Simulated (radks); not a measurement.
Values are calculated unless marked as measured or tabulated.
Effect of the nuclear size on neutral chlorine, [Ne] 3s2 3p5. Code: a radial shooting solver on a logarithmic mesh with Libxc functionals. Model: Dirac Kohn-Sham, PBE, spin-unpolarised, spherical densities, finite nucleus; open shells fill j = l - 1/2 first; Fermi nuclear charge, rms radius 3.3654 fm. The rms radius is varied about that value; shifts are against it.

rms radius (fm) = 2.8505: total energy shift (eV) -0.00397; density at nucleus (e/bohr^3) 3605; 1s1/2 shift (meV) -1.67; 2s1/2 shift (meV) -0.122
rms radius (fm) = 3.0726: total energy shift (eV) -0.00234; density at nucleus (e/bohr^3) 3599; 1s1/2 shift (meV) -0.982; 2s1/2 shift (meV) -0.072
rms radius (fm) = 3.3654: total energy shift (eV) 0; density at nucleus (e/bohr^3) 3593; 1s1/2 shift (meV) 0.000; 2s1/2 shift (meV) 0.000
rms radius (fm) = 3.5101: total energy shift (eV) 0.00123; density at nucleus (e/bohr^3) 3590; 1s1/2 shift (meV) 0.517; 2s1/2 shift (meV) 0.038
rms radius (fm) = 3.813: total energy shift (eV) 0.00397; density at nucleus (e/bohr^3) 3585; 1s1/2 shift (meV) 1.67; 2s1/2 shift (meV) 0.123

Slopes of the eigenvalues against <r^2> in GHz/fm^2, as finite differences over the two radii next to the reference (eigenvalue slopes, not the field-shift constants of lines): 1s1/2 126, 2s1/2 9.24.
